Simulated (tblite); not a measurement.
Compound: C₅H₁₆N₂Si.
Cartesian coordinates in Å at the GFN2-xTB level; atoms count from 1:
```xyz
24
C5H16N2Si angstrom
C      1.777   -0.914    1.532
C      2.319    0.142    0.580
C      1.218    1.093    0.103
N      0.249    0.408   -0.724
N      0.826    0.045   -1.975
Si    -1.466    0.487   -0.531
C     -1.882    0.565    1.314
C     -2.183   -1.086   -1.324
H      2.561   -1.612    1.817
H      0.976   -1.468    1.050
H      1.383   -0.449    2.434
H      2.752   -0.339   -0.298
H      3.098    0.726    1.074
H      1.672    1.912   -0.469
H      0.693    1.516    0.958
H      0.491   -0.877   -2.233
H      0.535    0.698   -2.703
H     -2.072    1.655   -1.218
H     -2.951    0.452    1.459
H     -1.386   -0.218    1.878
H     -1.596    1.519    1.746
H     -1.720   -1.987   -0.932
H     -2.057   -1.090   -2.403
H     -3.249   -1.156   -1.128
```

Level: GFN2-xTB in tblite, geometry and Hessian alike; calculated harmonic values, unscaled, isolated species. This tight-binding method is rough: wavenumbers can miss measured ones by several per cent, in bad cases by 10 to 20. Modes of hydrogen on silicon can be 10 to 20 % off. One conformer, not necessarily the lowest.

Harmonic wavenumbers (cm⁻¹): 31.3, 54.5, 93.1, 118.7, 126.3, 139.0, 178.1, 184.2, 197.3, 211.8, 245.0, 286.8, 293.0, 383.7, 442.6, 640.7, 653.5, 663.5, 723.8, 764.0, 799.1, 816.5, 834.6, 845.5, 868.1, 904.0, 931.6, 981.3, 1065.8, 1081.7, 1111.3, 1173.8, 1191.7, 1203.6, 1252.6, 1292.3, 1335.6, 1341.2, 1377.6, 1379.5, 1406.5, 1455.3, 1477.5, 1489.3, 1494.9, 1498.5, 1502.4, 1506.0, 1508.3, 1555.8, 2082.9, 2890.3, 2975.8, 2998.1, 3007.0, 3026.7, 3029.9, 3033.5, 3034.7, 3045.1, 3047.8, 3050.0, 3052.3, 3054.6, 3287.3, 3381.9.

A = 2131, B = 1125, C = 938.8 MHz; mass 132.108 u (most abundant isotopes); point group C1, symmetry number 1.

Task: Zero-point energy?

Result: ½Σν̃ = 45555 cm⁻¹ = 544.97 kJ/mol.

Task: Entropy at 500 K, 1 bar (ideal gas, RRHO, classical rotation)?

Result: Translation 180.51, rotation 129.24, vibration 281.26: S = 591.0 J/(mol K).

Task: And Cp and H(500 K) − H(0)?

Result: Cp = 286.69 J/(mol K), of which vibrations give 253.43 (their classical limit is 66 R = 548.8); H(500 K) − H(0) = 85.37 kJ/mol without the zero-point energy, 68.75 from vibrations.

Task: Which modes carry the vibrational entropy at 500 K?

Result: 31.3 cm⁻¹: 28.33; 54.5 cm⁻¹: 23.73; 93.1 cm⁻¹: 19.29; 118.7 cm⁻¹: 17.29; 126.3 cm⁻¹: 16.78; 139.0 cm⁻¹: 15.99 J/(mol K); the other 60 give 159.86 together.

Task: How do the functions run with temperature in this model?

Result: 
| T (K) | S (J/(mol K)) | Cp (J/(mol K)) | H − H(0) (kJ/mol) | G − H(0) (kJ/mol) | ln q(vib) |
| --- | --- | --- | --- | --- | --- |
| 50 | 254.3 | 66.3 | 2.34 | -10.38 | 0.92 |
| 100 | 312.5 | 103.3 | 6.64 | -24.61 | 2.78 |
| 298.15 | 467.5 | 195.8 | 36.35 | -103.03 | 10.37 |
| 373.15 | 515.3 | 231.8 | 52.39 | -139.90 | 13.01 |
| 750 | 723.6 | 367.5 | 167.82 | -374.89 | 25.24 |
| 1000 | 837.4 | 422.8 | 267.01 | -570.36 | 32.57 |

q(vib) and H(0) count from the zero-point level.

Hindered rotation and anharmonicity are outside this model. Other conformers, if any are populated, would add a mixing term that is left out. The structure is chiral; the term R ln 2 for an equal mix with its mirror image is left out.

Hardware: one thread of an Arm Neoverse V1, shared host. Cost: 1.1 s of wall time. This covers the Hessian and the dipole derivatives.
